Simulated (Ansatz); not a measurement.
Reaction (SMILES): [BH]F (BH-F) → B atom + F atom + H atom
B3LYP-D3(BJ)/def2-TZVP geometries, fixed; electronic energies without zero-point terms.
Largest species:
```xyz
3

B     -0.6180     0.4147     0.0242
F      0.5272    -0.2094    -0.0070
H     -1.6550    -0.1892    -0.0583
```
Charge 0, spin multiplicity 2.

Energies in hartree at wB97M-V with Ansatz (a program for electronic structure); the atomisation energy is their sum with the coefficients shown, times 627.509 kcal/mol a hartree. All functions are spherical. The program fits the integrals of some runs and decomposes those of others, by size. Open shells are unrestricted. The functional holds VV10 correlation; no added dispersion term, no relativity.

```json
[
 {"species": "[BH]F (BH-F)", "coefficient": "-1", "part": "wB97M-V", "cc-pVDZ": "-125.20767", "cc-pVTZ": "-125.25581", "cc-pVQZ": "-125.26689"},
 {"species": "B atom", "coefficient": "+1", "part": "wB97M-V", "cc-pVDZ": "-24.64628", "cc-pVTZ": "-24.64962", "cc-pVQZ": "-24.65080"},
 {"species": "F atom", "coefficient": "+1", "part": "wB97M-V", "cc-pVDZ": "-99.70242", "cc-pVTZ": "-99.73732", "cc-pVQZ": "-99.74724"},
 {"species": "H atom", "coefficient": "+1", "part": "wB97M-V", "cc-pVDZ": "-0.49171", "cc-pVTZ": "-0.49411", "cc-pVQZ": "-0.49448"}
]
```

Predict the atomisation energy in cc-pV5Z (X = 5): let each wB97M-V step shrink by the ratio of the last two. Compare with the run.


- [BH]F (BH-F): steps -0.04814 and -0.01108, ratio 0.230, so wB97M-V -125.26944 (run: -125.26991).
- B atom: steps -0.00334 and -0.00118, ratio 0.353, so wB97M-V -24.65122 (run: -24.65122).
- F atom: steps -0.03490 and -0.00992, ratio 0.284, so wB97M-V -99.75006 (run: -99.75022).
- H atom: steps -0.00240 and -0.00037, ratio 0.154, so wB97M-V -0.49454 (run: -0.49463).
Predicted 234.45 kcal/mol; the run in cc-pV5Z gives 234.59, a miss of -0.14. Keeping the value in cc-pVQZ, 234.92, would miss by 0.33. All sums are of the energies as printed.
